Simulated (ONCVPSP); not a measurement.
**Varying the ONCV potential for tungsten**

Base potential:

W (Z = 74), optimised norm-conserving Vanderbilt (ONCV), made with ONCVPSP 4.0.1 (PBE, fully relativistic). Core [Kr] 4d10 4f14, reference 5s2 5p6 5d4 6s2. Waves: 5s+6s: rc 1.75 bohr, ncon 4, nbas 9, qcut 6.8 1/bohr, 2 projectors; 5p: rc 1.55 bohr, ncon 3, nbas 7, qcut 10.1 1/bohr, 2 projectors, debl 0.9 Ha; 5d: rc 2.50 bohr, ncon 4, nbas 9, qcut 6.2 1/bohr, 2 projectors, debl 2.7 Ha. Local part: polynomial inside 1.25 bohr (lpopt 5, dvloc0 0 Ha). Core correction: Teter function fitted to the true core (icmod 2), fcfact 0.25.

Open shells are filled in proportion to 2j + 1.

In the p channel the program set the typed energies aside and used -1.487, 0.250 Ha (j = l + 1/2; the other j can differ).

Cutoffs, loose and tight: the cutoffs (Ha) at which the residual kinetic energy of the hardest occupied pseudo-wave falls to 1 and 0.1 mHa per electron. They do not see the model core or the augmentation charge, which bear on the density cutoff. Test errors are all-electron minus pseudo excitation energies from the reference, over the configurations 5s2 5p6 5d4 6s1; 5s2 5p6 5d4 6s0; 5s2 5p6 5d3 6s0; 5s2 5p6 5d3 6s2. A dash means not determined; rows that change the core or the reference have their own tests.

| change | outcome | cutoff, loose | cutoff, tight | bound ghosts | GHOST(+) flags above zero | largest test error (meV) |
| --- | --- | --- | --- | --- | --- | --- |
| base | generated, projector energies reset by the program | 32 Ha | 38 Ha | none | s, d5/2 | +3.6 |
| p: qcut 9.6 | generated, projector energies reset by the program | 29 Ha | 35 Ha | none | s, d5/2 | +3.8 |
| p: qcut 11.1 | failed: ERROR pspot: first pseudo wave function has node, program will stop | – | – | – | – | – |
| p: qcut 12.8 | failed: ERROR pspot: first pseudo wave function has node, program will stop | – | – | – | – | – |
| p: qcut 14.1 | failed: ERROR pspot: first pseudo wave function has node, program will stop | – | – | – | – | – |
| p: qcut 15 | failed: ERROR pspot: first pseudo wave function has node, program will stop | – | – | – | – | – |

Task: What comes out with this change to the base: p: qcut 9.1?

Result: outcome: generated, projector energies reset by the program; cutoff, loose: 27 Ha; cutoff, tight: 32 Ha; bound ghosts: none; GHOST(+) flags above zero: s, d5/2; largest test error (meV): +3.9.

Task: What comes out with this change to the base: p: qcut 6.1?

Result: outcome: generated, projector energies reset by the program; cutoff, loose: 17 Ha; cutoff, tight: 45 Ha; bound ghosts: none; GHOST(+) flags above zero: s, d5/2; largest test error (meV): +5.1.

Task: What comes out with this change to the base: p: qcut 7.7?

Result: outcome: generated, projector energies reset by the program; cutoff, loose: 22 Ha; cutoff, tight: 26 Ha; bound ghosts: none; GHOST(+) flags above zero: s, d5/2; largest test error (meV): +4.5.

Reading the sweep of the qcut of the p channel (base included, trends over the rows without a ghost): The loose cutoff rises from 17 Ha at 6.1 to 32 Ha at 10.1 1/bohr. The waves are optimised to have the least kinetic energy above qcut, so the cutoff follows it (qcut²/2 in Ha). The median size of the test errors (rows with all tests solved) stays near 0.7 meV. The generation fails at 11.1, 12.8, 14.1, 15 1/bohr.
